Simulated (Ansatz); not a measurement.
C2H3AlO2 (`C#[C][Al]([OH])[OH]`), relaxed with RKS PBE0-D4/def2-TZVP in Ansatz from a PBE-D4/def2-SVP geometry. The force threshold is 0.005 eV/Å; the program also tests the step.

Charge 0, multiplicity 1.

Start:

```xyz
8

C     1.579    0.880   -1.702
C     0.832    0.395   -0.850
Al   -0.354   -0.328    0.457
O    -1.719    0.535    1.033
O    -0.037   -1.893    1.065
H     2.240    1.299   -2.451
H    -1.939    1.424    0.713
H    -0.600   -2.310    1.735
```

Question: By how much does the energy fall, and how many steps does the optimiser take? (Best estimate.)

Answer: Computed: 5.86 kJ/mol, in 5 steps, 1 of them rejected.

Question: Which bonds change most? (Best estimate.)

Answer: The calculation gave: Al3–O4 from 1.715 to 1.689 Å; Al3–O5 from 1.709 to 1.684 Å; C1–C2 from 1.232 to 1.209 Å; C1–H6 from 1.083 to 1.067 Å.

Question: Give the relaxed structure. (Best estimate.)

Answer: The calculation gave: 
```xyz
8

C     1.557    0.872   -1.682
C     0.828    0.384   -0.850
Al   -0.348   -0.331    0.452
O    -1.688    0.531    1.012
O    -0.042   -1.871    1.062
H     2.205    1.294   -2.416
H    -1.914    1.407    0.704
H    -0.598   -2.287    1.719
```
